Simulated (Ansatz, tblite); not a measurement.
Isomers of Cs3Cl3 (singlet), found by a short tight-binding search and relaxed with PBE0-D4/def2-SVP in Ansatz.

In the def2 sets Cs takes a core potential; there is no spin–orbit coupling. The xTB rows come from tblite. Correlated methods freeze 15 core orbitals; core or outer-core shells of Cs are correlated, in sets that lack core-valence functions.

Other spin states weren't relaxed.

A:

```
atom    x (Å)    y (Å)    z (Å)
 Cs1   0.9873  -2.9724   1.2972
 Cs2   1.4311   1.7137   0.3767
 Cs3  -1.9788  -0.0604  -1.0990
 Cl4  -0.6643  -0.3793   2.0271
 Cl5   1.1962  -1.2275  -1.3283
 Cl6  -0.9714   2.9259  -1.2738
```

B:

```
atom    x (Å)    y (Å)    z (Å)
 Cs1   3.3895   0.8215  -0.7933
 Cs2  -1.5428  -3.2076  -0.3456
 Cs3  -1.1236   1.4305   0.4954
 Cl4  -3.2236  -0.9907   1.0228
 Cl5   0.7980  -1.0832  -0.9611
 Cl6   1.7025   3.0296   0.5819
```

C:

```tsv
atom	x (Å)	y (Å)	z (Å)
Cs1	2.9711	1.3852	1.3307
Cs2	-3.2825	0.8435	1.0039
Cs3	0.1731	-1.1166	-1.5585
Cl4	-2.9532	-1.6159	-0.8517
Cl5	3.2577	-1.0608	-0.5508
Cl6	-0.1661	1.5645	0.6264
```

Task: Estimate their order by electronic energy at r2SCAN0-D4/def2-TZVP, counted from the lowest.

Result: A (0.00) < B (0.03) < C (0.04), in eV. Gaps under about 2 kJ/mol are ties within the noise of geometry and basis.

Task: Do the other levels pick the same lowest one?

Result: Not GFN2-xTB, HF/def2-SVP. Energies above each level's lowest (eV):

```
               level     A     B     C
            GFN1-xTB  0.00  0.11  0.12
            GFN2-xTB  0.03  0.00  0.01
         HF/def2-SVP  0.02  0.00  0.00
    PBE-D4/def2-TZVP  0.00  0.03  0.03
 r2SCAN-D4/def2-TZVP  0.00  0.04  0.04
    B97M-V/def2-TZVP  0.00  0.06  0.06
   PBE0-D4/def2-TZVP  0.00  0.02  0.02
r2SCAN0-D4/def2-TZVP  0.00  0.03  0.04
        MP2/def2-SVP  0.00  0.10  0.10
       CCSD/def2-SVP  0.00  0.10  0.10
    CCSD(T)/def2-SVP  0.00  0.11  0.11
```
Point groups (tolerance 0.1 Å): A C2v, B Cs, C Cs. B and C have the same bonds, so they are conformers or stereoisomers. Lower isomers may exist.
